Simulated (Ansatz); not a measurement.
CH₄GeO₂Zn, relaxed with RKS PBE0-D4/def2-TZVP in Ansatz 0.2.0 from a GFN2-xTB geometry. The force threshold is 0.005 eV/Å; the program also tests the step.

Charge 0, multiplicity 1.

Start:

```xyz
9

O    -1.750    0.420    0.657
C    -0.661   -0.379    0.565
Zn    1.012   -0.074    1.889
O     2.040    0.193    0.133
Ge    0.750   -0.037   -0.880
H    -1.541    1.309    0.333
H    -0.985   -1.409    0.734
H     0.265    1.201   -1.627
H     0.869   -1.223   -1.804
```

Problem. How much energy does the relaxation release, and in how many steps? (Best estimate.)

Solution. The calculation gave: 0.34 eV, in 9 steps, 1 of them rejected.

Problem. Which bonds change most? (Best estimate.)

Solution. Computed: Zn3–O4 from 2.052 to 1.897 Å; O4–Ge5 from 1.656 to 1.768 Å; C2–Zn3 from 2.155 to 2.093 Å.

Problem. Give the relaxed structure. (Best estimate.)

Solution. Computed: 
```xyz
9

O    -1.844    0.383    0.627
C    -0.674   -0.339    0.586
Zn    1.043    0.000    1.733
O     2.138    0.111    0.188
Ge    0.723   -0.053   -0.858
H    -1.662    1.303    0.416
H    -0.936   -1.391    0.725
H     0.361    1.249   -1.612
H     0.852   -1.262   -1.805
```
